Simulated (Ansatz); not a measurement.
A nudged elastic band was laid between two geometries of C$_{2}$H$_{2}$Te (5 atoms, charge 0, multiplicity 1).

The calculation used Ansatz 0.2.0, UKS PBE0-D4/def2-mTZVP.

```yaml
movable_images: 7
climbing_image: yes
spring: 5.0 eV/Å²
optimiser: quadratic models (default)
start_path: straight line
force_threshold: 0.03 eV/Å
iteration_limit: 60
end_points: relaxed
```

First end point:

```xyz
5
Properties=species:S:1:pos:R:3
C -0.737 -1.117 0.394
C 0.096 -0.302 0.086
Te 1.609 0.961 -0.401
H -1.486 -1.826 0.663
H 0.568 2.210 -0.784
```

Last end point:

```xyz
5
Properties=species:S:1:pos:R:3
C -0.904 -0.501 0.192
C 0.232 -0.065 0.000
Te 2.283 0.308 -0.206
H -1.899 -0.851 0.349
H 0.338 1.035 -0.376
```

Task: What changes between the two ends?

Result: Bonds formed: C2–H5.

Task: Give the energies along the band, and the barrier.

Result: It converged. The highest image is number 7 of 0 to 8, 1.41 eV above the first end and 0.05 eV above the last; the last end lies 1.37 eV above the first. Another band between the same ends (7 images) ends at a top of the same energy, where a vibrational analysis finds 1 clearly imaginary mode.

```tsv
image	path coordinate (Å)	energy (eV)	C2–H5 (Å)
0	0.00	0.00	2.70
1	0.23	0.02	2.63
2	0.46	0.08	2.55
3	0.69	0.20	2.42
4	0.92	0.42	2.20
5	1.15	0.80	1.93
6	1.38	1.22	1.65
7	1.61	1.41	1.37
8	1.87	1.37	1.17
```

Task: What is the geometry of the highest image?

Result: 
```xyz
5
Properties=species:S:1:pos:R:3:forces:R:3
C -0.907 -0.571 0.216 -0.02 0.01 0.00
C 0.235 -0.183 0.040 0.00 -0.01 0.00
Te 2.181 0.479 -0.260 0.00 0.00 0.00
H -1.914 -0.888 0.362 0.02 0.00 0.00
H 0.453 1.091 -0.400 0.01 0.00 0.00
```

Run time: 2.3 min on 2 threads of Arm Neoverse V1 (shared host), peak memory 0.22 GiB.
